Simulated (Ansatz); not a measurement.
Breaking the Cd1–F2 bond in CdF2 (SMILES [F][Cd][F]) (multiplicity 1 held, fragments rigid). Energies count from the point at 1.933 Å.
Geometry at that point (charge 0, multiplicity 1):
```tsv
atom	x (Å)	y (Å)	z (Å)
Cd	0.0000	0.0000	0.0000
F	0.0000	0.0000	-1.9335
F	0.0000	0.0000	1.9335
```

U- levels take the lowest unrestricted solution at each point, which mixes spins at long bonds. Active spaces are followed from a long bond inwards. Levels need not reach the same state.

Cores are frozen in the correlated methods.

Codes used: Ansatz (Gaussian orbitals).  In def2 rows elements past Kr take small-core potentials, without spin–orbit coupling.

Energies in kcal/mol.

```
R (Å)  U-MP2/def2-SVP  U-CCSD(T)/def2-SVP  CASSCF(6,4)/def2-SVP  FIC-MRCISD+Q on CASSCF(6,4)/def2-SVP
-----  --------------  ------------------  --------------------  ------------------------------------
1.547            77.6                79.1                  84.0                                  79.4
1.740            13.2                13.8                  15.6                                  13.9
1.933             0.0                 0.0                   0.0                                   0.0
2.127             7.9                 7.4                   5.9                                   7.3
2.320            23.7                 [?]                  19.4                                  22.2
2.610            62.6                48.3                  41.4                                  47.0
2.900            88.0                70.0                  58.0                                  68.0
3.384            97.6                89.5                  70.8                                  86.7
3.867            99.7                93.6                  74.6                                  92.2
4.447           100.3                 [?]                  75.8                                  93.9
5.220           100.5                94.7                  76.2                                  94.4
6.187           100.6                 [?]                  76.3                                  94.1
```

Q: What belongs in the gaps?

A: 
- 2.320, U-CCSD(T)/def2-SVP: 22.4
- 6.187, U-CCSD(T)/def2-SVP: 94.8
- 4.447, U-CCSD(T)/def2-SVP: 94.5

Doubts at one or more of the structures used: a spin-contaminated determinant (U-MP2/def2-SVP, U-CCSD(T)/def2-SVP); other coupled-cluster roots lie near (U-CCSD(T)/def2-SVP); T1 above 0.05 (U-CCSD(T)/def2-SVP); active orbitals that take no part (CASSCF(6,4)/def2-SVP, FIC-MRCISD+Q on CASSCF(6,4)/def2-SVP).

Ansatz is a program for electronic structure.
